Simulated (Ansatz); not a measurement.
`CC(C)BN`, charge 0, multiplicity 1.

Q: Give a relaxed structure at PBE0-D4/def2-TZVP (Ansatz). (An estimate is asked.)

A: The calculation gave: 
Z-matrix (Å, degrees):
```
C
C 1 1.529
H 1 1.093 2 112.0
H 1 1.094 2 110.8 3 120.0
H 1 1.095 2 111.2 3 -120.5
C 2 1.529 1 110.3 3 177.4
B 2 1.576 1 110.3 3 -60.5
H 2 1.099 1 108.1 3 59.5
H 6 1.093 2 112.0 1 -177.4
H 6 1.094 2 110.8 1 62.6
H 6 1.095 2 111.2 1 -56.9
N 7 1.390 2 122.3 1 119.1
H 7 1.204 2 120.2 1 -60.9
H 12 1.005 7 123.3 2 179.9
H 12 1.007 7 123.0 2 -0.1
```
Point group Cs.
This is one stationary point; other conformers may exist.
